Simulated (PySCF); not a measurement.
# Electronic absorption of C2H9NSi

Compound: C2H9NSi.
SMILES with atom numbers: `[CH3:1][CH2:2][NH:3][SiH3:4]` (hydrogens: H5, H6, H7 on C1; H8, H9 on C2; H10 on N3; H11, H12, H13 on Si4)

Geometry (PBE0-D3(BJ)/def2-SVP, Å), atoms numbered from 1 in this order:
```
atom  x, y, z in Å
C1     1.8505    0.0370    0.0600
C2     0.4571   -0.5660    0.0963
N3    -0.4852    0.1858   -0.7033
Si4   -2.1678    0.3609   -0.3438
H5     1.8323    1.0766    0.4199
H6     2.5517   -0.5401    0.6821
H7     2.2485    0.0448   -0.9680
H8     0.5106   -1.6320   -0.2070
H9     0.0913   -0.5739    1.1380
H10   -0.2006    0.2910   -1.6716
H11   -2.3151    0.8567    1.0600
H12   -2.9930   -0.8923   -0.4458
H13   -2.7266    1.3515   -1.3123
```

Computed with PySCF 2.14.0, density-fitted response routines, TDDFT B3LYP/def2-SVPD, vertical, gas phase, core orbitals frozen in the response.

Problem. Predict the UV-vis stick spectrum at this level.

Solution. 

```csv
state,E (eV),λ (nm),f,"main configurations (H = HOMO, L = LUMO)"
S1,5.60,221.2,0.011,H→L (98%)
S2,6.48,191.4,0.012,H→L+1 (92%)
S3,6.63,186.9,0.026,"H→L+2 (80%), H→L+3 (12%)"
S4,6.68,185.6,0.0080,"H→L+3 (81%), H→L+2 (14%)"
S5,6.95,178.4,0.017,"H→L+4 (86%), H→L+5 (8%)"
S6,7.31,169.7,0.036,"H→L+5 (87%), H→L+4 (8%)"
S7,7.42,167.1,0.034,H→L+6 (96%)
S8,8.12,152.7,0.060,H→L+7 (96%)
S9,8.36,148.2,0.017,"H-1→L (63%), H-2→L (26%)"
S10,8.39,147.7,0.022,"H-2→L (61%), H-1→L (30%)"
```

Triplets, Tamm–Dancoff:

| state | E (eV) | λ (nm) | main configurations (H = HOMO, L = LUMO) |
| --- | --- | --- | --- |
| T1 | 5.37 | 230.9 | H→L (94%) |
| T2 | 6.27 | 197.8 | H→L+1 (85%) |
| T3 | 6.52 | 190.2 | H→L+3 (93%) |
| T4 | 6.54 | 189.5 | H→L+2 (87%), H→L+1 (9%) |

The lowest singlet lies at 5.60 eV (221 nm, ultraviolet) and is weak; its leading configuration is HOMO→LUMO (98%). The strongest level in the table is S8 at 8.12 eV (153 nm, f = 0.060). Löwdin shares by element: HOMO nitrogen 56%, silicon 10%, carbon 10% or more, hydrogen 6% or more (atoms not listed hold the other 17%); LUMO silicon 28%, carbon 19%, hydrogen 10% or more (atoms not listed hold the other 42%). The listed states span 2.79 eV, and the widest gap between neighbours is 0.88 eV (S1 to S2). The oscillator strengths of these states sum to 0.243; summed over the whole spectrum of an exact calculation they would give the number of electrons, 42 (Thomas–Reiche–Kuhn). Weighted by f, the mean energy of these states is 7.47 eV. All these states lie below the vertical ionisation energy of 8.84 eV (ΔSCF). The window holds the lowest 10 singlets.

One conformer stands for the species.
